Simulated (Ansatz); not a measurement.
`[OH][GeH2][OH]` and `[OH][GeH2][SeH]` differ in one atom or group.

Ansatz, PBE0-D4/def2-TZVP geometries, multiplicity 1. Each molecule was computed in one conformer, which needn't be the lowest.

Scalar relativity is left out up to krypton.

```json
{"property": "HOMO energy (ωB97M-V/def2-TZVPP) / eV", "`[OH][GeH2][OH]`": "-11.12"}
{"property": "HOMO–LUMO gap (PBE0/def2-TZVPP) / eV", "`[OH][GeH2][OH]`": "9.02"}
{"property": "size of the dipole moment (ωB97M-V/def2-TZVPP) / D", "`[OH][GeH2][OH]`": "2.53"}
{"property": "size of the dipole moment (B3LYP/def2-TZVPP) / D", "`[OH][GeH2][OH]`": "2.50"}
{"property": "LUMO energy (PBE/def2-TZVPP) / eV", "`[OH][GeH2][OH]`": "-0.61"}
{"property": "HOMO energy (PBE/def2-TZVPP) / eV", "`[OH][GeH2][OH]`": "-7.05"}
```

Question: Give the same properties after the change, and the shifts. (Estimate.)

Answer: Ansatz gave: 
```
                                          property  `[OH][GeH2][SeH]`  shift
             HOMO energy (ωB97M-V/def2-TZVPP) / eV              -9.39   1.73
              HOMO–LUMO gap (PBE0/def2-TZVPP) / eV               7.01  -2.01
size of the dipole moment (ωB97M-V/def2-TZVPP) / D               0.44  -2.09
  size of the dipole moment (B3LYP/def2-TZVPP) / D               0.46  -2.04
                 LUMO energy (PBE/def2-TZVPP) / eV              -1.11  -0.50
                 HOMO energy (PBE/def2-TZVPP) / eV              -6.05   1.00
```

With PBE0 the HOMO rises by 1.52 eV and the LUMO falls by 0.50 eV, so the gap narrows by about 2.02 eV. PBE moves the HOMO by 1.00 eV and ωB97M-V by 1.73 eV. Dipoles are sizes alone; their direction can turn.

B3LYP here is the variant with VWN-RPA as its local correlation; programs differ in this.

Spin–orbit coupling is left out; it splits and shifts lone-pair levels of the heavy atoms by tenths of an eV.
